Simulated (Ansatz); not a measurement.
Start from `OB1O[SiH2]1` and change one atom or group to get `[GeH3][B]1O[SiH2]1`.

Ansatz, PBE0-D4/def2-TZVP geometries, multiplicity 1. Each molecule was computed in one conformer, which needn't be the lowest.

Scalar relativity is left out up to krypton.

| property | `OB1O[SiH2]1` |
| --- | --- |
| HOMO energy (PBE0/def2-TZVPP) / eV | -7.07 |
| HOMO–LUMO gap (PBE/def2-TZVPP) / eV | 4.28 |
| HOMO–LUMO gap (PBE0/def2-TZVPP) / eV | 6.29 |
| size of the dipole moment (PBE/def2-TZVPP) / D | 2.37 |
| HOMO–LUMO gap (B3LYP/def2-TZVPP) / eV | 5.87 |
| LUMO energy (PBE/def2-TZVPP) / eV | -1.61 |

Question: What does the change do to each property? (Estimate.)

Answer: The calculation gave: 
```
                                      property  `[GeH3][B]1O[SiH2]1`  shift
            HOMO energy (PBE0/def2-TZVPP) / eV                 -6.84   0.23
           HOMO–LUMO gap (PBE/def2-TZVPP) / eV                  3.43  -0.85
          HOMO–LUMO gap (PBE0/def2-TZVPP) / eV                  5.46  -0.83
size of the dipole moment (PBE/def2-TZVPP) / D                  0.89  -1.48
         HOMO–LUMO gap (B3LYP/def2-TZVPP) / eV                  5.09  -0.78
             LUMO energy (PBE/def2-TZVPP) / eV                 -2.35  -0.74
```

With PBE0 the HOMO rises by 0.23 eV and the LUMO falls by 0.60 eV, so the gap narrows by about 0.83 eV. PBE moves the HOMO by 0.10 eV and ωB97M-V by 0.34 eV. Dipoles are sizes alone; their direction can turn.

B3LYP here is the variant with VWN-RPA as its local correlation; programs differ in this.
